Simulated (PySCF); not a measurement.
# Spin-rotation constants: `[C+](C)(C)C#CC(Cl)(Cl)Cl`, [C6H6Cl3]+, charge +1

Geometry (Å), atoms numbered from 1 in this order:
```xyz
15

C    -1.552    0.873    1.124
C    -0.974   -0.045    0.154
C    -1.804   -0.990   -0.580
C     0.383   -0.025   -0.057
C     1.593    0.013   -0.212
C     2.997    0.085   -0.434
Cl    3.880    0.641    1.006
Cl    3.009    1.367   -1.724
Cl    3.673   -1.434   -1.058
H    -0.846    1.616    1.486
H    -2.447    1.350    0.715
H    -1.921    0.291    1.978
H    -1.386   -2.000   -0.528
H    -2.838   -0.985   -0.244
H    -1.772   -0.748   -1.649
```

Total charge +1.

Theory: GIAO HF/pcSseg-1 magnetisability, rotational g tensor and spin-rotation constants, non-relativistic, gas phase (PySCF). Geometry: GFN2-xTB.

For an ion the centre-of-mass motion in the field is neglected.

Question: Give the nuclear spin-rotation constants along the inertial axes (H = +C I·J) beside the isotropic shieldings.

Answer: Rotational constants 1.4125, 0.5091, 0.4833 GHz. A star marks the isotopologue with that one atom substituted, in its own axes.
| atom | isotope | Caa (kHz) | Cbb (kHz) | Ccc (kHz) | mean (kHz) | σ (ppm) |
| --- | --- | --- | --- | --- | --- | --- |
| Cl7 | 35Cl | 0.705 | 0.096 | 0.211 | 0.337 | 512.4 |
| Cl8 | 35Cl | 0.843 | 0.245 | 0.051 | 0.380 | 479.7 |
| Cl9 | 35Cl | 0.695 | 0.093 | 0.218 | 0.335 | 511.4 |
| H10 | 1H | -0.104 | -0.009 | -0.063 | -0.059 | 28.2 |
| H11 | 1H | -0.049 | -0.061 | -0.035 | -0.048 | 28.1 |
| H12 | 1H | -0.133 | -0.059 | -0.013 | -0.068 | 28.4 |
| H13 | 1H | -0.161 | -0.028 | -0.030 | -0.073 | 28.4 |
| H14 | 1H | 0.048 | -0.062 | -0.064 | -0.026 | 28.1 |
| H15 | 1H | -0.180 | -0.037 | -0.017 | -0.078 | 28.5 |
| C1 | 13C* | 0.295 | 0.070 | 0.065 | 0.143 | 152.0 |
| C2 | 13C* | 1.201 | 0.323 | 0.052 | 0.525 | -92.6 |
| C4 | 13C* | -0.014 | 0.165 | 0.161 | 0.104 | 116.2 |
| C5 | 13C* | 0.798 | 0.210 | 0.166 | 0.391 | -31.2 |
| C6 | 13C* | 0.386 | 0.090 | 0.096 | 0.191 | 113.2 |

For the geometry as given, no vibrational averaging.
